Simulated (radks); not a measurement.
Results of a calculation; reference values are marked as such.
Question: The mercury ion Hg13+, configuration [Kr] 4d10 4f14 5s2 5p5. Code: a radial shooting solver on a logarithmic mesh with Libxc functionals. Model: Dirac Kohn-Sham, PBE, spin-unpolarised, spherical densities, finite nucleus; open shells fill j = l - 1/2 first; Fermi nuclear charge, rms radius 5.4648 fm.

Spin-orbit splittings of the eigenvalues, e(l+1/2) - e(l-1/2), with zeta = 2 splitting/(2l+1) and mean radii in bohr:

| shell | occ. | splitting (eV) | zeta (eV) | <r> j=l-1/2 | <r> j=l+1/2 |
|---|---|---|---|---|---|
| 2p | 6 | 1948 | 1299 | 0.05692 | 0.06559 |
| 3p | 6 | 431.7 | 287.8 | 0.1704 | 0.1862 |
| 3d | 10 | 92.59 | 37.03 | 0.1620 | 0.1669 |
| 4p | 6 | ? | ? | 0.4004 | 0.4342 |
| 4d | 10 | 19.59 | 7.838 | 0.4404 | 0.4513 |
| 4f | 14 | 4.324 | 1.235 | 0.4688 | 0.4747 |
| 5p | 5 | 22.89 | 15.26 | 0.8970 | 0.9606 |
| 5d | 0 | 3.778 | 1.511 | 1.074 | 1.093 |

Estimate the 4p splitting.

Answer: 104.6 eV (zeta = 69.74 eV).
